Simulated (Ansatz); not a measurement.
Born–Oppenheimer molecular dynamics of CH3BClF (7 atoms, charge 0, multiplicity 1). It starts from a relaxed structure.

Theory: RKS B3LYP-D4/6-31G* (Ansatz).

| Item | Value |
| --- | --- |
| ensemble | NVE (velocity Verlet) |
| time step | 2.5 fs |
| steps asked | 40 |
| starting velocities drawn for | 700 K |
| seed | 332194 |

First frame:

```xyz
7
Properties=species:S:1:pos:R:3
B -0.019 0.001 -0.002
Cl 0.003 -0.003 1.777
F 1.159 0.001 -0.604
C -1.364 0.002 -0.795
H -1.944 -0.899 -0.562
H -1.988 0.851 -0.492
H -1.208 0.047 -1.878
```

Question: What does the run give?

Answer: All steps were run.

| Item | Value |
| --- | --- |
| steps done | 40 |
| time covered | 100 fs |
| mean temperature over the second half | 1470 K |
| spread of the potential energy over the second half | 18.8 meV per atom |
| mean potential energy of the second half above the start | 979.5 meV per atom |

The conserved energy changed by up to 1100 meV per atom, so the integration failed: the time step of 2.5 fs is too long for the fastest motions that this run met, and the later frames carry no physical meaning.

Question: What happens to the structure?

Answer: Parted: C4–H5 1.10 → 10.32 Å. It ends as CH2BClF + H. Pairs count as bonded within 1.25 times the sum of covalent radii (0.12 Å more for H–H). Another seed would give other details.

Question: How do temperature and energy run in time?

Answer: 
| time (fs) | T (K) | potential energy less start (eV) | conserved less start (meV/atom) |
| --- | --- | --- | --- |
| 0 | 700 | 0.000 | 0.00 |
| 5 | 465 | 0.320 | 24.08 |
| 10 | 534 | 0.186 | 11.22 |
| 15 | 809 | 0.476 | 78.13 |
| 20 | 1096 | 0.227 | 68.92 |
| 25 | 2876 | 1.237 | 377.57 |
| 30 | 218 | 2.984 | 381.77 |
| 35 | 2941 | 1.173 | 374.59 |
| 40 | 8480 | 2.471 | 1071.29 |
| 45 | 3415 | 5.656 | 1058.65 |
| 50 | 2126 | 6.448 | 1052.87 |
| 55 | 1696 | 6.722 | 1052.34 |
| 60 | 1572 | 6.796 | 1051.35 |
| 65 | 1381 | 6.901 | 1048.71 |
| 70 | 1382 | 6.906 | 1049.49 |
| 75 | 1489 | 6.815 | 1046.48 |
| 80 | 1398 | 6.879 | 1047.17 |
| 85 | 1366 | 6.912 | 1048.87 |
| 90 | 1305 | 6.948 | 1048.42 |
| 95 | 1374 | 6.922 | 1051.07 |
| 100 | 1333 | 6.943 | 1050.23 |

Time of the run: 99 s on 1 thread of Arm Neoverse V1, with other jobs on the host, peak memory 0.13 GiB.
